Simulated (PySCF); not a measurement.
F₃Sb (SMILES [F][Sb]([F])[F]), singlet, geometry from GFN2-xTB (core potentials on Sb). Base run: M062X/def2-SVP in PySCF.

The PySCF input:
```python
from pyscf import gto, scf, dft

mol = gto.M(
    atom='''
Sb    0.001796   -0.002684    0.402632
F    -1.261065   -0.927082   -0.761131
F    -0.181799    1.560283   -0.749366
F     1.432688   -0.617995   -0.771085
''',
    basis='def2-svp',
    ecp={'Sb': 'def2-svp'},
    charge=0,
    spin=0,
    verbose=4,
)

mf = dft.RKS(mol)
mf.xc = 'm062x'
mf.kernel()
mf.analyze()
```

The base run was repeated with changes; each row names its change, and settings that it needs were set with it.

| change | ΔE vs base (mEh) | fitting functions | dipole (D) | outcome |
|---|---|---|---|---|
| base | 0.000 | - | 5.34 | converged |
| auxbasis = def2-universal-jkfit | 0.128 | 449 | 5.34 | converged |
| auxbasis = even-tempered beta=3.0 | [?] | [?] | [?] | converged |
| auxbasis = def2-universal-jfit | [?] | 205 | [?] | converged |
| auxbasis = cc-pvqz-jkfit | - | - | - | input refused |
| auxbasis = autoaux | 0.143 | 547 | 5.34 | converged |
| only_dfj = on; auxbasis = def2-universal-jfit | -0.218 | 205 | 5.34 | converged |
| auxbasis = cc-pvtz-ri | - | - | - | input refused |
| auxbasis = def2-tzvp-ri | - | - | - | input refused |
| exchange = seminumerical (SGX) (with mf = sgx.sgx_fit(mf, auxbasis='def2-universal-jfit'); with mf.with_df.dfj = True) | -0.202 | 205 | 5.34 | converged |

Q: Fill in the missing entries.

A: 
- auxbasis = even-tempered beta=3.0, ΔE vs base (mEh): -51.473
- auxbasis = even-tempered beta=3.0, fitting functions: 399
- auxbasis = even-tempered beta=3.0, dipole (D): 5.28
- auxbasis = def2-universal-jfit, ΔE vs base (mEh): 1991.5
- auxbasis = def2-universal-jfit, dipole (D): 5.22

A fitting set is made for a task (jfit for Coulomb, jkfit for Coulomb and exchange, ri for correlation) and for a family of orbital bases.

- auxbasis = cc-pvqz-jkfit: ended with `pyscf.lib.exceptions.BasisNotFoundError: Basis set not found for Sb in cc-pvqz-jkfit`
- auxbasis = cc-pvtz-ri: ended with `pyscf.lib.exceptions.BasisNotFoundError: Basis set not found for Sb in cc-pvtz-ri`
- auxbasis = def2-tzvp-ri: ended with `pyscf.lib.exceptions.BasisNotFoundError: Basis set not found for Sb in def2-tzvp-ri`
